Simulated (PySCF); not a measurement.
Species: C₂H₆AlN.
Atom-mapped SMILES: `[CH:1]#[C:2][AlH2-:3][NH3+:4]` (hydrogens: H5 on C1; H6, H7 on Al3; H8, H9, H10 on N4)

Computed with PBE0-D3(BJ)/def2-SVP geometry optimisation, gas phase (PySCF).

**Question.** List the bond lengths and angles at this level.

**Answer.** 
| bond | length (Å) |
| --- | --- |
| C1≡C2 | 1.223 |
| C2–Al3 | 1.949 |
| Al3–N4 | 2.061 |
| C1–H5 | 1.076 |
| Al3–H6, Al3–H7 | 1.600 |
| N4–H8, N4–H9, N4–H10 | 1.021 |

Bonds in one row agree within 0.01 Å and their mean is given. A selection of angles:
| angle | degrees |
| --- | --- |
| C2–C1–H5 | 179.1 |
| C1–C2–Al3 | 178.3 |
| C2–Al3–N4 | 96.2 |
| C2–Al3–H6 | 116.5 |
| N4–Al3–H6 | 100.8 |
| H6–Al3–H7 | 119.4 |
| Al3–N4–H8 | 113.8 |
| Al3–N4–H9 | 110.1 |
| H8–N4–H9 | 107.8 |

Al3 (aluminium bonded to C, N and 2 H) has angles from 96.2° to 119.4°. N4 (nitrogen bonded to Al and 3 H) is distorted tetrahedral (angles from 107.0° to 113.8°). The 4 heavy atoms lie in one plane (0.001 Å rms).

Point group: Cs (every atom within 0.08 Å of its image). Whether it is a minimum is left open (no frequencies).

The run took 19 s wall on one thread, Arm Neoverse V1, shared host. This is the geometry optimisation.
